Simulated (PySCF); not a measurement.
H5PSi, SMILES [SiH3]P. Atoms are numbered in the order given.

```xyz
7

Si    -1.0967    -0.0069     0.0000
P      1.1674     0.1185     0.0000
H     -1.5925     0.6959     1.2062
H     -1.5925     0.6959    -1.2062
H     -1.6210    -1.3928     0.0000
H      1.3238    -0.8394     1.0358
H      1.3238    -0.8394    -1.0358
```

The structure is a stationary point at B3LYP-D3(BJ)/def2-TZVP.

Calculation: B3LYP/pcJ-1 (PySCF).

Isotropic couplings with Fermi-contact, spin-dipole and both spin-orbit terms, one fixed conformer, no vibrational averaging. Isotopes: 1H, 29Si, 31P.

Computed spin–spin coupling constants:
```
pair    bonds apart  J (Hz)
------  -----------  ------
Si1–P2            1    53.7
Si1–H3            1  -216.8
Si1–H4            1  -216.8
Si1–H5            1  -219.2
P2–H6             1   167.2
P2–H7             1   167.2
Si1–H6            2     6.4
Si1–H7            2     6.4
P2–H3             2    32.9
P2–H4             2    32.9
P2–H5             2    -1.2
H3–H4             2     0.9
H3–H5             2     7.0
H4–H5             2     7.0
H6–H7             2   -10.8
H3–H7             3    13.1
H4–H6             3    13.1
H5–H6             3     4.7
H5–H7             3     4.7
```
